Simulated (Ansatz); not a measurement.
Species: Sc, charge 1, triplet.

Total energies in aug-cc-pwCVTZ-DK, 10 correlated electrons, 5 frozen orbitals. UHF or UKS for unpaired electrons; spin-orbit terms are left out. The -DK rows use spin-free X2C, correlate 3s3p of the metal (1s2s2p frozen) and give its partners the cc-pVXZ-DK valence sets. Open-shell metal atoms are single determinants, not pure terms.

```tsv
method	program	energy (Eh)	minus CCSDT(Q) (mEh)
HF	Ansatz	-763.08938	334.01
MP2	Ansatz	-763.39301	30.39
CCSD	Ansatz	-763.41378	9.61
CCSD(T)	Ansatz	-763.42278	0.62
CCSDT(Q)	Ansatz	-763.42340	0.00
```

Ansatz is a program for electronic structure.
